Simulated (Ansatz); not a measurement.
Molecule: CH$_{6}$Cl$_{2}$OSi$_{2}$, charge 0, multiplicity 1. 
Coordinates optimised at B3LYP-D3(BJ)/def2-TZVP (Ansatz, a program for electronic structure):
```
O
Si 1 1.6059
Si 1 1.6611 2 144.85
H 2 1.4623 1 110.45 3 -177.97
H 3 1.4791 1 106.95 2 -125.96
H 3 1.4793 5 109.34 1 115.75
C 3 1.8610 5 111.39 6 123.43
H 7 1.0915 3 111.00 5 58.72
H 7 1.0916 8 108.19 3 -121.98
H 7 1.0926 8 108.13 9 -116.85
Cl 2 2.0546 4 108.97 1 121.18
Cl 2 2.0549 4 109.00 1 -121.16
```

Dipole moments at this geometry, in debye (magnitudes).

| level | program | dipole (D) |
|---|---|---|
| SVWN5/def2-TZVPD | Ansatz | 1.16 |
| BLYP/def2-TZVPD | Ansatz | 1.13 |
| revPBE/def2-TZVPD | Ansatz | (withheld) |
| r2SCAN/def2-TZVPD | Ansatz | 1.13 |
| BHLYP/def2-TZVPD | Ansatz | 1.15 |
| r2SCANh/def2-TZVPD | Ansatz | 1.14 |
| r2SCAN0/def2-TZVPD | Ansatz | 1.14 |
| HSE06/def2-TZVPD | Ansatz | 1.15 |
| CAM-B3LYP/def2-TZVPD | Ansatz | 1.16 |
| LC-wPBE/def2-TZVPD | Ansatz | 1.18 |
| wB97M-V/def2-TZVPD | Ansatz | 1.11 |
| wB97X-V/def2-TZVPD | Ansatz | 1.15 |
| CCSD(T)/aug-cc-pV(D+d)Z | Ansatz | (withheld) |

Task: Complete the blanks.

Result: 
- revPBE/def2-TZVPD, dipole (D): 1.14
- CCSD(T)/aug-cc-pV(D+d)Z, dipole (D): 1.15
